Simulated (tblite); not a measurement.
Compound: C₄H₁₁NSi.
SMILES with atom numbers: `[CH3:1][N:2]1[CH2:3][CH2:4][CH2:5][SiH2:6]1` (hydrogens: H7, H8, H9 on C1; H10, H11 on C3; H12, H13 on C4; H14, H15 on C5; H16, H17 on Si6)

Cartesian coordinates in Å at the GFN2-xTB level; atoms count from 1:
```xyz
17
C4H11NSi angstrom
C      2.211   -0.140    0.053
N      0.796    0.049   -0.082
C     -0.012   -1.150   -0.010
C     -1.421   -0.766   -0.449
C     -1.749    0.591    0.171
Si    -0.082    1.502    0.153
H      2.584   -0.814   -0.726
H      2.710    0.821   -0.047
H      2.475   -0.571    1.027
H     -0.020   -1.556    1.013
H      0.412   -1.919   -0.667
H     -1.432   -0.671   -1.536
H     -2.141   -1.536   -0.166
H     -2.544    1.090   -0.376
H     -2.102    0.460    1.194
H      0.170    2.211    1.417
H      0.138    2.410   -0.978
```

All values are computed: GFN2-xTB (tblite) harmonic vibrations without scaling, gas phase. Errors from tens to a few hundred cm⁻¹ against measured bands are possible. Modes of hydrogen on silicon can be 10 to 20 % off. One conformer, not necessarily the lowest.

Harmonic wavenumbers (cm⁻¹): 99.3, 131.5, 189.3, 237.2, 303.7, 393.0, 477.3, 522.9, 543.1, 665.1, 703.5, 735.8, 800.0, 824.5, 885.3, 961.7, 995.8, 1038.1, 1096.6, 1106.0, 1139.8, 1157.8, 1212.1, 1228.4, 1264.8, 1281.3, 1329.0, 1352.5, 1420.3, 1484.0, 1485.3, 1498.0, 1504.9, 1511.3, 2180.8, 2230.7, 2840.5, 2883.9, 2913.1, 2933.4, 2966.3, 2982.5, 2989.7, 3022.8, 3031.9.

A = 4210, B = 2824, C = 1830 MHz; mass 101.066 u (most abundant isotopes); point group C1, symmetry number 1.

What is the zero-point energy?

½Σν̃ = 31277 cm⁻¹ = 374.16 kJ/mol.

What is S at 500 K and 1 bar for an ideal gas of classical rigid rotors and harmonic oscillators?

Translation 177.17, rotation 119.81, vibration 136.38: S = 433.4 J/(mol K).

And Cp and H(500 K) − H(0)?

Cp = 196.93 J/(mol K), of which vibrations give 163.67 (their classical limit is 45 R = 374.2); H(500 K) − H(0) = 55.21 kJ/mol without the zero-point energy, 38.58 from vibrations.

What must be added to the electronic energy to get the Gibbs energy at 500 K and 1 bar?

ZPE + [H(500 K) − H(0)] − T·S = 374.16 + 55.21 − 216.68 = 212.69 kJ/mol.

Blend soft modes into free rotors: weight 1/[1 + (100 cm⁻¹/ν̃)⁴] for the oscillator and the rest for a rotor with moment μB/(μ + B), μ = h/(8π²ν), B = 10⁻⁴⁴ kg m². What vibrational entropy results?

132.99 J/(mol K) in place of 136.38, which changes −T·S at 500 K by +1.70 kJ/mol.

Hindered rotation and anharmonicity are outside this model. Other conformers, if any are populated, would add a mixing term that is left out. The structure is chiral; the term R ln 2 for an equal mix with its mirror image is left out.

Time: 0.32 s. Hardware: AMD EPYC 9R45, one thread, on a shared host. This covers the Hessian and the dipole derivatives.
